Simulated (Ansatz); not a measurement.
Consider the redistribution: `[O]=[V]([OH])([F])[F]` + `N[Si@@H](F)O[Si@@H](N)F` → `[O]=[V]([F])([F])[F]` + `N[Si@H](F)O[Si@@H](N)O`.

Gas-phase electronic energies from Ansatz, PBE0-D4/def2-TZVP geometries. CBS: MP2 limit from def2 TZ/QZ plus the TZ coupled-cluster correction, frozen cores. Functionals use def2-TZVPP. For V outer-core shells are correlated without core-valence functions, which leaves a few kJ/mol of doubt a bond. Scalar relativity is left out up to krypton. Each species was taken in one conformer, which may not be the lowest.

```csv
level,ΔE (kJ/mol)
PBE-D4,21.0
MP2/def2-QZVPP,31.8
SCS-MP2/def2-QZVPP,30.8
HF/CBS(def2),31.3
```

(1) What does CCSD(T)/CBS give? (Best estimate.)

Largest T1 diagnostic among the species: 0.032, so the coupled-cluster value is less sure than usual.

Results:

(1) Ansatz gave: +32.6 kJ/mol. The listed levels differ from it by -11.6, -0.8, -1.8, -1.3 kJ/mol.
